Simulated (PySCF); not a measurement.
# What a mistake does to a calculation on BCH6NSi

Calculated results; nothing here was measured. The program is PySCF 2.14.0, an open-source quantum chemistry code, run on an isolated molecule that a program drew, which may never have been made. The molecule is BCH6NSi (charge 0, singlet), drawn as the SMILES string `NB=C[SiH3]`.

Each row is a Hartree-Fock (HF) and frozen-core CCSD(T) single point in the cc-pV(D+d)Z basis, meant for a local HF minimum. Run 1 is clean. Each other run has one planted mistake out of seven kinds, and not every kind appears here: one electron removed, one electron added, multiplicity raised by two, geometry at a saddle point, minimal basis STO-3G, one bond length entered in bohr, all coordinates scaled. The reference is restricted for singlets and unrestricted otherwise, and also for a bond in bohr. Adding or removing an electron swaps singlet and doublet. Electrons count all cores. HOMO and LUMO are orbital energies over both spins, the gradient is its largest component, and the lowest frequency (negative if imaginary) is given only where the gradient is small. Bond lengths are over the 9 bonds as drawn. T1 is the CCSD diagnostic: over 0.02 (restricted) or 0.045 (unrestricted) a single reference is doubtful.

Geometry of the clean run:
```xyz
10
BCH6NSi, angstrom
N    -2.7263    0.8165    0.1522
B    -1.4301    0.3866    0.1414
C    -0.1201   -0.0820    0.1209
Si    0.2909   -1.8200   -0.3353
H    -3.1721    1.2062   -0.6528
H    -3.3097    0.7513    0.9608
H     0.6873    0.5979    0.3813
H     0.9859   -2.5485    0.7588
H     1.1813   -1.9030   -1.5232
H    -0.9576   -2.5623   -0.6522
```

```
run,electrons,basis functions,<S^2>,HOMO (eV),LUMO (eV),gradient (hartree/bohr),lowest frequency (cm^-1),mean bond (Å),longest bond (Å),T1,HF (hartree),CCSD(T) (hartree),mistake
1,38,95,0.000,-8.59,4.13,2.4e-05,123,1.3496,1.843,0.0133,-409.44324,-409.99044,no fault
2,38,95,0.000,-8.76,4.30,3.7e-02,-,1.2956,1.770,0.0121,-409.42513,-409.96491,all coordinates scaled
3,39,95,0.755,3.19,8.41,5.0e-02,-,1.3496,1.843,0.0392,-409.30710,-409.87914,one electron added
4,38,95,0.800,-7.55,2.35,1.0e-02,-,1.4966,2.810,0.0475,-409.33245,-409.87159,one bond length entered in bohr
5,38,95,2.021,-4.09,1.35,1.5e-01,-,1.3496,1.843,0.0154,-409.29623,-409.81464,?
6,37,95,0.757,-16.72,-5.87,1.0e-01,-,1.3496,1.843,0.0187,-409.18212,-409.68679,?
```

**Which mistake was planted in run 5, and what did it cost?**

Electrons, basis and geometry are unchanged, and <S^2> is 2.021, beside S(S+1) = 2.00 for a multiplicity of 3. So the mistake is: multiplicity raised by two. Subtracting run 1 and multiplying by 627.51 kcal/mol a hartree, the energy moved by 92.3 kcal/mol in HF and 110.3 kcal/mol in CCSD(T).

**Which mistake was planted in run 6, and what did it cost?**

It counts 37 electrons, one fewer than the clean run, at the same geometry and basis. So the mistake is: one electron removed. Subtracting run 1 and multiplying by 627.51 kcal/mol a hartree, the energy moved by 163.9 kcal/mol in HF and 190.5 kcal/mol in CCSD(T).

Cautions from the logs. Run 3: the HOMO is above zero, so the electron isn't bound and the energy depends on the basis; run 4: T1 is over the limit, so its CCSD(T) energy is less reliable.
